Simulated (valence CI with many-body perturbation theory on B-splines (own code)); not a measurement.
## E1 transitions of Nb36+

Computed by valence CI with perturbative core correlation (CI+MBPT): three valence electrons over a frozen Dirac-Fock core [He], radial functions for each j: 11 s, 11 p, 9 d, 7 f, 5 g, 2 h, 1 i, with the one-electron correlation potential Σ1, the two-electron term Σ2, the three-electron term Σ3, Breit, model QED; selected CI, second order for the rest (own B-spline code, finite nucleus).

No measured spectrum was set against this ion. As an estimate, large intervals hold to a few tenths of a per cent, small ones and those within an open d or f shell to about a per cent.

Lines 151 to 200 of 266 in falling wavelength, among levels below 3234.7 eV, chosen from the strongest by gf and those to the six lowest levels. Wavelengths and rates use the calculated energies. Electric multipoles are in the length gauge, E1 and E2 with the static RPA response of the core. Weak lines are less certain than strong ones. Lines between different terms over intervals too small for the method are left out, as are lines whose strength nearly cancels. The highest levels of a list are the least certain.

Levels are named by their leading jj configuration (3d3/2^4 stands for four electrons in 3d with j = 3/2), which in mixed levels can hold well under half, so a name can repeat and another be missing. Letters in brackets count levels of one name in rising energy.

```csv
λ vac (nm),Upper,Lower,A (s⁻¹),S (a.u.)
0.4404,(2p1/2^2 3p1/2) J=1/2,(2s 2p1/2 2p3/2) J=3/2 [b],6.76e+11,5.70e-05
0.4402,(2s 2p1/2 3d3/2) J=3/2 [b],(2s 2p1/2 2p3/2) J=3/2 [a],2.19e+13,3.69e-03
0.4402,(2s 2p1/2 3d3/2) J=1/2,(2s 2p1/2 2p3/2) J=3/2 [a],4.88e+12,4.11e-04
0.4399,(2s 2p3/2 3s) J=3/2 [a],(2s 2p1/2 2p3/2) J=3/2 [a],2.86e+12,4.81e-04
0.4394,(2s 2p1/2 3p1/2) J=3/2,(2s^2 2p3/2) J=3/2,3.19e+12,5.34e-04
0.4380,(2s 2p1/2 3d5/2) J=3/2,(2s 2p1/2 2p3/2) J=3/2 [a],3.94e+11,6.53e-05
0.4378,(2s 2p1/2 3d5/2) J=5/2 [b],(2s 2p1/2 2p3/2) J=3/2 [a],1.20e+13,2.98e-03
0.4377,(2s 2p3/2 3d3/2) J=5/2 [b],(2s 2p3/2^2) J=5/2,9.25e+12,2.30e-03
0.4370,(2s 2p3/2 3d5/2) J=7/2 [b],(2s 2p3/2^2) J=5/2,5.80e+13,1.91e-02
0.4367,(2s 2p1/2 3p1/2) J=1/2 [b],(2s^2 2p3/2) J=3/2,6.69e+11,5.50e-05
0.4359,(2p1/2 2p3/2 3d3/2) J=3/2,(2p1/2^2 2p3/2) J=3/2,2.21e+13,3.62e-03
0.4357,(2p1/2 2p3/2 3d3/2) J=5/2,(2p1/2^2 2p3/2) J=3/2,1.08e+13,2.64e-03
0.4354,(2s 2p3/2 3d3/2) J=5/2 [a],(2s 2p1/2 2p3/2) J=3/2 [b],4.26e+11,1.04e-04
0.4348,(2s 2p3/2 3d3/2) J=1/2 [a],(2s 2p1/2 2p3/2) J=3/2 [b],1.07e+12,8.68e-05
0.4337,(2p1/2 2p3/2 3d5/2) J=5/2,(2p1/2^2 2p3/2) J=3/2,6.38e+13,1.54e-02
0.4336,(2s 2p1/2 3p3/2) J=5/2,(2s^2 2p3/2) J=3/2,1.71e+12,4.14e-04
0.4336,(2s 2p3/2 3d5/2) J=3/2 [a],(2s 2p1/2 2p3/2) J=1/2,1.97e+13,3.17e-03
0.4334,(2p1/2 2p3/2 3d5/2) J=3/2,(2p1/2^2 2p3/2) J=3/2,8.19e+12,1.32e-03
0.4334,(2s 2p3/2 3d5/2) J=5/2 [a],(2s 2p1/2 2p3/2) J=3/2 [b],1.35e+12,3.25e-04
0.4330,(2s 2p1/2 3p3/2) J=3/2 [b],(2s^2 2p3/2) J=3/2,5.11e+11,8.19e-05
0.4327,(2s 2p3/2 3d5/2) J=3/2 [a],(2s 2p1/2 2p3/2) J=3/2 [b],8.58e+12,1.37e-03
0.4318,(2s 2p1/2 3d3/2) J=3/2 [a],(2s 2p1/2^2) J=1/2,1.09e+13,1.74e-03
0.4308,(2s 2p3/2 3d5/2) J=1/2,(2s 2p1/2 2p3/2) J=3/2 [b],7.90e+11,6.24e-05
0.4297,(2s 2p3/2 3d3/2) J=5/2 [a],(2s 2p1/2 2p3/2) J=5/2,8.47e+13,1.99e-02
0.4295,(2s 2p3/2 3d3/2) J=7/2,(2s 2p1/2 2p3/2) J=5/2,1.18e+14,3.69e-02
0.4293,(2s 2p3/2 3d3/2) J=3/2 [a],(2s 2p1/2 2p3/2) J=5/2,3.72e+13,5.81e-03
0.4291,(2p1/2^2 3p3/2) J=3/2,(2s 2p1/2 2p3/2) J=5/2,2.64e+12,4.11e-04
0.4284,(2s 2p1/2 3d3/2) J=3/2 [b],(2s 2p1/2^2) J=1/2,1.28e+14,1.99e-02
0.4284,(2s 2p1/2 3d3/2) J=1/2,(2s 2p1/2^2) J=1/2,2.00e+14,1.55e-02
0.4282,(2s 2p3/2 3d3/2) J=3/2 [b],(2s 2p1/2 2p3/2) J=1/2,6.67e+13,1.03e-02
0.4281,(2s 2p3/2 3s) J=3/2 [a],(2s 2p1/2^2) J=1/2,3.07e+12,4.75e-04
0.4280,(2p1/2 2p3/2 3p1/2) J=1/2,(2s 2p1/2 2p3/2) J=1/2,2.07e+13,1.60e-03
0.4277,(2s 2p3/2 3d5/2) J=5/2 [a],(2s 2p1/2 2p3/2) J=5/2,3.43e+12,7.95e-04
0.4276,(2s 2p3/2 3d3/2) J=5/2 [b],(2s 2p1/2 2p3/2) J=3/2 [b],1.48e+14,3.43e-02
0.4273,(2s 2p3/2 3d3/2) J=1/2 [b],(2s 2p1/2 2p3/2) J=1/2,7.73e+13,5.96e-03
0.4273,(2s 2p3/2 3d3/2) J=3/2 [b],(2s 2p1/2 2p3/2) J=3/2 [b],3.69e+13,5.69e-03
0.4271,(2p1/2 2p3/2 3p1/2) J=1/2,(2s 2p1/2 2p3/2) J=3/2 [b],1.08e+12,8.32e-05
0.4265,(2s 2p3/2 3d3/2) J=1/2 [b],(2s 2p1/2 2p3/2) J=3/2 [b],1.49e+13,1.14e-03
0.4264,(2s 2p3/2 3d3/2) J=5/2 [a],(2s 2p1/2 2p3/2) J=3/2 [a],5.71e+13,1.31e-02
0.4263,(2s 2p1/2 3d5/2) J=3/2,(2s 2p1/2^2) J=1/2,5.51e+12,8.43e-04
0.4263,(2p1/2 2p3/2 3p1/2) J=3/2 [a],(2s 2p1/2 2p3/2) J=3/2 [b],2.44e+12,3.74e-04
0.4262,(2s 2p3/2 3d5/2) J=7/2 [a],(2s 2p1/2 2p3/2) J=5/2,1.32e+13,4.04e-03
0.4262,(2s^2 3d3/2) J=3/2,(2s^2 2p1/2) J=1/2,1.33e+14,2.04e-02
0.4260,(2s 2p3/2 3d3/2) J=3/2 [a],(2s 2p1/2 2p3/2) J=3/2 [a],9.61e+13,1.47e-02
0.4259,(2s 2p3/2 3d3/2) J=1/2 [a],(2s 2p1/2 2p3/2) J=3/2 [a],1.37e+14,1.04e-02
0.4258,(2p1/2^2 3p3/2) J=3/2,(2s 2p1/2 2p3/2) J=3/2 [a],6.14e+12,9.36e-04
0.4258,(2s 2p3/2 3d5/2) J=5/2 [b],(2s 2p1/2 2p3/2) J=3/2 [b],3.87e+12,8.84e-04
0.4253,(2s 2p3/2 3d5/2) J=3/2 [b],(2s 2p1/2 2p3/2) J=3/2 [b],1.20e+12,1.82e-04
0.4251,(2s 2p1/2 3p1/2) J=1/2 [a],(2s^2 2p1/2) J=1/2,1.32e+13,1.00e-03
0.4238,(2s 2p3/2 3p1/2) J=3/2 [a],(2s^2 2p3/2) J=3/2,1.40e+13,2.10e-03
```
